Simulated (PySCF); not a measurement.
## PySCF run on I2SSi

The script input.py:

```python
from pyscf import gto, scf

mol = gto.M(
    atom='Si -0.4692 -0.8127 0; S -1.4409 -2.4958 0; I 1.9403 -0.5812 0; I -1.4735 1.3897 0',
    basis='lanl2dz',
    ecp={'Si': 'lanl2dz', 'S': 'lanl2dz', 'I': 'lanl2dz'},
    charge=0,
    spin=0,
    symmetry=True,
    verbose=3,
)
mf = scf.RHF(mol)
mf.kernel()
mf.nuc_grad_method().kernel()
mf.dip_moment()
print('orbital energies (hartree):', mf.mo_energy[..., max(0, mol.nelec[1]-3):mol.nelec[0]+3].round(4))
```

```bash
$ OMP_NUM_THREADS=1 python input.py
```

It prints:

```
converged SCF energy = -35.9785739606865
--------------- SymAdaptedRHF gradients ---------------
         x                y                z
0 Si    -0.0095356116    -0.0165082198     0.0000000000
1 S     0.0187623691     0.0324981162     0.0000000000
2 I    -0.0189751373     0.0002981753     0.0000000000
3 I     0.0097483799    -0.0162880717     0.0000000000
----------------------------------------------
Dipole moment(X, Y, Z, Debye):  1.30426,  2.25932,  0.00000
orbital energies (hartree): [-0.3992 -0.3812 -0.3745 -0.0142 -0.002   0.1104]
```

In short: E(SCF) = -35.978574 Eh, μ(SCF) = 2.61 D.

It ran on Arm Neoverse N1 (1 thread, shared host) in 2 s.
